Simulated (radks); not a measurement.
Results of a calculation; reference values are marked as such.
Kinetic energies: the exact non-interacting value of the Kohn-Sham orbitals and orbital-free approximations, in hartree. Species: Pb4+ [Xe] 4f14 5d10; Tc [Kr] 4d5 5s2; Sr [Kr] 5s2. Code: a radial shooting solver on a logarithmic mesh with Libxc functionals. Model: non-relativistic Kohn-Sham, PBE, spin-polarised, spherical densities, point nucleus. Every spin shell is full or empty, so the densities are truly spherical. Functionals are evaluated on that one density, not self-consistently.

functional         Pb4+       Tc       Sr
exact           19520.1  4204.49  3131.29
Thomas-Fermi      18627   3972.0   2950.9
TF + vW           25482   5809.5   4376.4
TF + vW/9         19389   4176.1   3109.3
TF + vW/5         19998   4339.5   3236.0
LC94              19525   4207.9   3133.1
APBEK             19530   4210.5   3135.4
revAPBEK          19556   4218.7   3141.9
Perdew 92         19390   4176.5   3109.6
LKT               22599   5060.5   3799.4
PG1               21920   4878.8   3658.6
DePristo-Kress    19482   4201.9   3129.3
Ernzerhof         19429   4188.9   3119.6
